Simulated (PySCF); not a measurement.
EuBr2 at several levels of theory

Computed with PySCF 2.14.0 (density fitting, no spin-orbit coupling) at the geometry relaxed with PBE0:

```xyz
3
EuBr2 (singlet in the valence; each metal's 4f electrons, 7 of them, lie in its core potential, out of spins and levels)
Eu    0.0000    0.0000   -0.3154
Br    2.6818    0.0000    0.4440
Br   -2.6818    0.0000    0.4440
```

```csv
level,basis,state,HOMO (eV),gap (eV),charge on Eu1 (e),population of f-type functions on Eu1 (polarisation alone where 4f lies in the core),dipole about the centre of mass (D),largest force component (eV/Å)
PBE0,"Eu lcecp-0-SVP with ECP53, Br def2-SVP",singlet,–,–,0.87,0.02,4.44,0.01
M06-L,the same,singlet,–,–,0.96,0.02,4.50,0.17
PBE0,"Eu lcecp-0-TZVP with ECP53, Br def2-TZVP",singlet,–,–,1.20,0.02,4.48,0.05
```

In the lcecp rows the 4f levels are missing from HOMO and gap, and the state counts the valence alone.

Charges are Mulliken's, which hang on the basis. The relaxation used the grid (50, 194), these runs (75, 302) or, all-electron (x2c bases, spin-free X2C Hamiltonian), (99, 590).

**Question.** What does TPSSh with Eu lcecp-0-SVP with ECP53, Br def2-SVP give here?

**Answer.** state singlet, charge on Eu1 (e) 0.87, population of f-type functions on Eu1 (polarisation alone where 4f lies in the core) 0.02, dipole about the centre of mass (D) 4.41, largest force component (eV/Å) 0.09. Time: 5.7 s on 2 threads of Arm Neoverse V1 (shared host), from an already converged density.

An lcecp potential fixes the number of 4f electrons, so in runs with it no electron can move into or out of that shell.
